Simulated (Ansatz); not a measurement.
K₂Na₆⁺, relaxed as a doublet with UKS PBE0/def2-SVP in Ansatz, starting from the GFN1-xTB geometry. Force threshold 0.02 eV/Å.

The structure comes from a short search, and lower isomers may exist.

Start:

```xyz
8

Na    0.792   -0.946    1.221
Na   -0.090   -1.924   -2.797
Na    2.763   -0.362   -1.696
Na   -0.242    1.966   -1.793
Na    2.453    2.696    0.718
Na   -3.250    0.016    1.059
K    -1.778   -2.905    0.255
K    -0.647    1.459    3.031
```

| step | energy (eV) | largest force component (eV/Å) | SCF passes |
| --- | --- | --- | --- |
| 1 | -59104.1341 | 0.489 | 24 |
| 2 | -59104.2905 | 0.378 | 36 |
| 3 | -59104.5168 | 0.214 | 33 |
| 4 | -59104.6871 | 0.168 | 33 |
| 5 | -59104.7799 | 0.122 | 32 |
| 6 | -59104.8401 | 0.071 | 32 |
| 7 | -59104.8966 | 0.069 | 32 |
| 8 | -59104.9380 | 0.033 | 35 |
| 9 | -59104.9524 | 0.027 | 34 |
| 10 | -59104.9561 | 0.018 | 33 |
| 11 | -59104.9572 | 0.003 | 38 |
| 12 | -59104.9574 | 0.003 | 28 |
| 13 | -59104.9576 | 0.004 | 40 |

Force components are those of the run's own axes.

End:

```csv
atom,x (Å),y (Å),z (Å)
Na1,0.613,-0.735,0.771
Na2,-0.603,-1.364,-2.511
Na3,2.688,-0.142,-2.091
Na4,-0.118,2.048,-1.144
Na5,2.730,1.995,1.026
Na6,-2.789,-0.031,0.131
K7,-1.556,-3.986,0.774
K8,-0.965,2.214,3.044
```

Bonds formed: Na1–Na2, Na1–Na4, Na2–Na6, Na4–Na6, Na4–K8 (atoms count from 1). Metal–metal contacts that move far: Na2–K7 3.62 to 4.31 Å, Na1–Na6 4.16 to 3.53 Å, Na1–Na5 4.03 to 3.46 Å.

The force fell under the threshold at step 10, but the optimiser went on. No frequencies were taken in this run, so the end may be a saddle point.

It took 1.7 min on 4 threads of Arm Neoverse V1 on a shared host, peak host memory 0.65 GiB.
